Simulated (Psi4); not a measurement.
Psi4 input (wB97X-D/6-311+G**):

```
memory 1500 MB

molecule {
0 2
O     1.14632500   -0.77271000    0.67402600
Si   -0.00835500   -0.16987700   -0.33167100
O    -1.44350000   -0.24778000    0.45065500
F     0.23417800    1.38600800   -0.62329600
H     2.04185900   -0.87053700    0.33729900
H    -1.65508700   -1.06133900    0.91830000
symmetry c1
no_reorient
no_com
}

set {
  basis 6-311+G**
  reference uks
  scf_type pk
  dft_radial_points 99
  dft_spherical_points 590
  e_convergence 1e-8
  d_convergence 1e-7
  maxiter 150
}

e = energy('wb97x-d')
print_out(f'\nFINAL {e:.10f} DIPOLE {variable("CURRENT DIPOLE")[0]:.6f} {variable("CURRENT DIPOLE")[1]:.6f} {variable("CURRENT DIPOLE")[2]:.6f}\n')
```

From the output:

```
      57A      1.142423    58A      1.184582    59A      1.196579
      60A      1.298037    61A      1.306367    62A      1.333404
      63A      1.411012    64A      1.430273    65A      1.459438
      66A      1.488678    67A      1.493858    68A      1.523048
      69A      1.540387    70A      1.749806    71A      1.778563
      72A      2.044066    73A      2.094423    74A      2.137590
      75A      2.564839    76A      2.577101    77A      2.945815
      78A      2.955460    79A      3.075322    80A      3.154878
      81A      3.166889    82A      3.182415    83A      3.306632
      84A      3.456851    85A      3.841229    86A      3.866309
      87A      3.874439    88A      3.918419    89A      3.925524
      90A      3.950542    91A      4.239919    92A      5.041503
      93A      5.055707    94A      5.072899    95A      5.121636
      96A      5.554085    97A      5.582789    98A      5.851033
      99A      6.417843   100A      6.433994   101A      6.471822
     102A     11.424683   103A     11.552589   104A     11.557523
     105A     49.985628   106A     49.996701   107A     66.931694
     108A    141.308829

    Final Occupation by Irrep:
              A
    DOCC [    20 ]
    SOCC [     1 ]
    NA   [    21 ]
    NB   [    20 ]

  @UKS Final Energy:  -541.09253413741067

   => Energetics <=

    Nuclear Repulsion Energy =            176.7889451314991618
    One-Electron Energy =               -1101.1778161126974283
    Two-Electron Energy =                 418.5868277855406632
    DFT Exchange-Correlation Energy =     -35.2896045127061129
    Empirical Dispersion Energy =          -0.0008864290469944
    VV10 Nonlocal Energy =                  0.0000000000000000
    Total Energy =                       -541.0925341374106665

  UHF NO Occupations:
  HONO-2 :   19  A 1.9998582
  HONO-1 :   20  A 1.9995030
  HONO-0 :   21  A 1.0000000
  LUNO+0 :   22  A 0.0004970
  LUNO+1 :   23  A 0.0001418
  LUNO+2 :   24  A 0.0000606
  LUNO+3 :   25  A 0.0000302

Computation Completed

Properties will be evaluated at   0.000000,   0.000000,   0.000000 [a0]

Properties computed using the SCF density matrix

 Multipole Moments:

 ------------------------------------------------------------------------------------
     Multipole            Electronic (a.u.)      Nuclear  (a.u.)        Total (a.u.)
 ------------------------------------------------------------------------------------

 L = 1.  Multiply by 2.5417464519 to convert [e a0] to [Debye]
 Dipole X            :          0.4505750            0.0000076            0.4505825
 Dipole Y            :         -1.0372232           -0.0000038           -1.0372270
 Dipole Z            :         -0.0721855           -0.0000208           -0.0722062
 Magnitude           :                                                    1.1331717

 ------------------------------------------------------------------------------------

FINAL -541.0925341374 DIPOLE 0.450583 -1.037227 -0.072206

*** Psi4 exiting successfully. Buy a developer a beer!
```

The geometry given is a B3LYP-D3(BJ)/def2-TZVP minimum.
